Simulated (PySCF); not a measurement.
Dipole response of Rb⁺ (rubidium, charge +1)

[Kr], closed-shell 1S. Calculation: PySCF 2.14, in x2c-TZVPPall with one added diffuse shell each of s, p, d, f type (9s7p7d3f1g, 95 functions); the spin-free X2C one-electron Hamiltonian (Gaussian nucleus). Coupled (time-dependent) response in atomic units; α is the mean over directions.

| method | mean α (bohr³) | C₆ (like pair) | S(−4) |
| --- | --- | --- | --- |
| UHF | 8.773 | 52.12 | 11.89 |
| PBE | 9.196 | 54.94 | 13.95 |
| PBE0 | 9.005 | 53.64 | 13.00 |
| B3LYP | 9.081 | 54.01 | 13.49 |
| TPSS | 9.110 | 54.73 | 13.38 |

S(−4) is the Cauchy moment in α(ω) = α(0) + S(−4) ω² + …

α(iu) at TPSS:

```tsv
u (hartree)	α(iu) (bohr³)
0	9.110
0.0500	9.077
0.100	8.978
0.200	8.610
0.300	8.071
0.500	6.768
0.750	5.212
1.00	3.987
1.50	2.428
2.00	1.590
3.00	0.8160
5.00	0.3300
```

A single London oscillator, α(iu) = α/(1 + u²/ω²), gives C₆ = (3/4) ω α². Matching the computed C₆ needs ω = 4 × 54.73 / (3 × 9.110²) = 0.879 hartree.

For an ion, C₆ is the dispersion term alone; charge-induced terms of lower order in 1/R come first.
